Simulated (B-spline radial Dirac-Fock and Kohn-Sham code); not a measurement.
**X-ray emission lines of Pb²¹⁺**

System: lead as Pb²¹⁺, [Kr] 4d10 4f13 5s2 (tabulated as the ground configuration, which this calculation does not bear out).

Input of the calculation (task.json; shells as n, l, electrons):

```json
{"items": [{
  "Z": 82,
  "q": 21,
  "cfg": [[1, 0, 2], [2, 0, 2], [2, 1, 6], [3, 0, 2], [3, 1, 6], [3, 2, 10], [4, 0, 2], [4, 1, 6], [4, 2, 10], [4, 3, 13], [5, 0, 2]],
  "A": 208,
  "rrms": 5.5012,
  "do": ["binding"]
}]}
```

Run with: `python xray_run.py task.json out`

Model: Dirac-Fock energy differences between relaxed states, corrected for Breit and QED terms. Program: a radial B-spline solver. A line energy is the difference of two single-hole energies; the list is a selection of electric-dipole transitions between resolved j subshells. No correlation.

```
        line  energy (keV)  wavelength (Å)
 Kβ2' (K-N3)        87.392         0.14187
Kβ2'' (K-N2)        87.269         0.14207
  Kβ1 (K-M3)        84.948         0.14595
  Kβ3 (K-M2)        84.459         0.14680
  Kα1 (K-L3)        74.972         0.16537
  Kα2 (K-L2)        72.807         0.17029
 Lγ3 (L1-N3)        15.253         0.81287
       L2-O1        15.152         0.81826
 Lγ2 (L1-N2)        15.130         0.81948
 Lγ1 (L2-N4)        14.797         0.83789
 Lγ5 (L2-N1)        14.332         0.86510
 Lβ7 (L3-O1)        12.987         0.95470
 Lβ3 (L1-M3)        12.809         0.96798
 Lβ2 (L3-N5)        12.655         0.97973
Lβ15 (L3-N4)        12.632         0.98154
 Lβ1 (L2-M4)        12.624         0.98214
 Lβ4 (L1-M2)        12.319          1.0064
 Lβ6 (L3-N1)        12.166          1.0191
  Lη (L2-M1)        11.354          1.0920
 Lα1 (L3-M5)        10.561          1.1740
```
